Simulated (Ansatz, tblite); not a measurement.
Cost and result up the ladder for the cluster Li₃Br₃ (the lowest singlet isomer of a short search) (6 atoms). Charge 0, multiplicity 1. Geometry: PBE0-D4/def2-SVP.

Cartesian coordinates in Å:
```
Li -0.545 -0.992 -1.644
Li 0.221 -0.976 1.727
Li 0.324 1.968 -0.083
Br -0.423 -2.532 0.108
Br -0.283 1.256 -2.223
Br 0.706 1.276 2.115
```

Ansatz on 4 threads of Arm Neoverse V1 on a shared host; xTB runs through tblite on one thread. Times are rough, summed over both states, and most runs start from the orbitals of an earlier one. PBE0-D4/def2-TZVP serves as the yardstick here, not as an exact answer. Differences are given only for rows in sets of like size (and for xTB, whose basis is part of the method), since another set adds its own error. The other state is a doublet.

The xTB rows come from tblite. Correlated methods freeze 27 core orbitals; core or outer-core shells of Li, Br are correlated, in sets that lack core-valence functions. The rows differ in basis, and correlated rows in double-zeta sets carry the largest basis error. In CCSD on the charge 1 doublet the largest single amplitude is 0.24, so its Hartree–Fock determinant may place the open shell otherwise than the density functionals do. The structure comes from a short search, and lower isomers may exist.

Run but left out: PBE-D4/def2-TZVP, r2SCAN-D4/def2-TZVP (charge +1 doublet: an occupied level 0.05 to 0.06 eV above an empty one).

Correlated methods converge slowly with the basis, most of all in double-zeta sets.

Raw xTB energies of ions are shifted by several eV.

```csv
level,functions,vertical IE (eV),difference from PBE0-D4/def2-TZVP (eV)
PBE0-D4/def2-TZVP,186,9.72,0.00
GFN1-xTB,39,13.87,4.14
CCSD(T)/def2-SVP,123,10.22,–
GFN2-xTB,39,13.43,3.70
```

Question: Estimate how long each takes.

Answer: GFN1-xTB 0.011 s; GFN2-xTB 0.013 s; PBE0-D4/def2-TZVP 13 s; CCSD(T)/def2-SVP 93 s. On shared hardware such times vary by a factor of up to 3.
